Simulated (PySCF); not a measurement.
F6Ru, neutral, multiplicity 3. Atoms are numbered in the order given.

```xyz
7

Ru     0.0000     0.0000     0.0000
F     -1.2953     0.7478    -1.0798
F      1.2953    -0.7478     1.0798
F      1.2953     0.7478    -1.0798
F      0.0000     1.4957     1.0798
F      0.0000    -1.4957    -1.0798
F     -1.2953    -0.7478     1.0798
```
Charge 0, spin multiplicity 3.

The structure is a stationary point at PBE-D3(BJ)/def2-SVP. The multiplicity is an assumed one; other spin states were not compared. The isomer is the one that the SMILES or the coordinates give; other isomers of the formula were not compared. The def2 effective core potentials stand for the cores of Ru; spin–orbit coupling is left out.

The numbers are results of B3LYP/def2-TZVP run with PySCF, not measurements.

ESP charges are fitted to the potential on shells at 1.4 to 2.0 van der Waals radii. Atomic charges (e):

| atom | ESP fit | Löwdin | Mulliken spin |
|---|---|---|---|
| Ru1 | 1.09 | … | 1.41 |
| F2 | -0.18 | … | 0.10 |
| F3 | -0.18 | … | 0.10 |
| F4 | -0.18 | … | 0.10 |
| F5 | -0.18 | … | 0.10 |
| F6 | -0.18 | … | 0.10 |
| F7 | -0.18 | … | 0.10 |

Task: Fill in the missing entries. (An estimate is asked for; the answer gives what the named calculation found.)

Result: 
- Ru1, Löwdin: 0.92
- F2, Löwdin: -0.15
- F3, Löwdin: -0.15
- F4, Löwdin: -0.15
- F5, Löwdin: -0.15
- F6, Löwdin: -0.15
- F7, Löwdin: -0.15
